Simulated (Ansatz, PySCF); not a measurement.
Lewis adduct: GaH3 (SMILES [GaH3]) (first 4 atoms) with PH3 (SMILES P); geometry from B3LYP-D3(BJ)/def2-TZVP, rigid monomers moved along the line of their centres of mass till Ga1···P5 is 2.31 Å.
(charge 0, multiplicity 1):
```json
[
 {"atom": "Ga", "x (Å)": "-0.4614", "y (Å)": "0.4894", "z (Å)": "0.7103"},
 {"atom": "H", "x (Å)": "-1.5394", "y (Å)": "1.4970", "z (Å)": "1.2656"},
 {"atom": "H", "x (Å)": "-0.9507", "y (Å)": "-0.7987", "z (Å)": "-0.0558"},
 {"atom": "H", "x (Å)": "1.0039", "y (Å)": "1.0125", "z (Å)": "0.4553"},
 {"atom": "P", "x (Å)": "-0.0163", "y (Å)": "-0.5542", "z (Å)": "2.7265"},
 {"atom": "H", "x (Å)": "0.9362", "y (Å)": "-1.5913", "z (Å)": "2.7701"},
 {"atom": "H", "x (Å)": "0.4734", "y (Å)": "0.2121", "z (Å)": "3.8024"},
 {"atom": "H", "x (Å)": "-1.0592", "y (Å)": "-1.2118", "z (Å)": "3.4080"}
]
```

Counterpoise-corrected where a basis set is named; no monomer relaxation. Rows marked so take none.

Rows in 6-31G*, STO-3G carry no dispersion term and start afresh at each structure (6-31G* with six Cartesian d functions); the Pople sets are all-electron and without relativity.

Run with Ansatz (Gaussian basis) for Hartree–Fock, density functionals and correlated methods; PySCF for 6-31G* rows, STO-3G rows, the dispersion terms. Values without a source in brackets are computed.

Question: One of these levels gives -2.91 kcal/mol for the interaction energy. Name it.
(A) HF/STO-3G (no counterpoise)
(B) HF/6-31G*
(C) r2SCAN-D3(BJ)/def2-TZVPPD
(D) PBE/def2-TZVPPD

Answer: B, HF/6-31G*. The others give -37.74 (HF/STO-3G (no counterpoise)), -14.16 (PBE/def2-TZVPPD), -17.06 (r2SCAN-D3(BJ)/def2-TZVPPD)

Ansatz is a program for electronic structure.
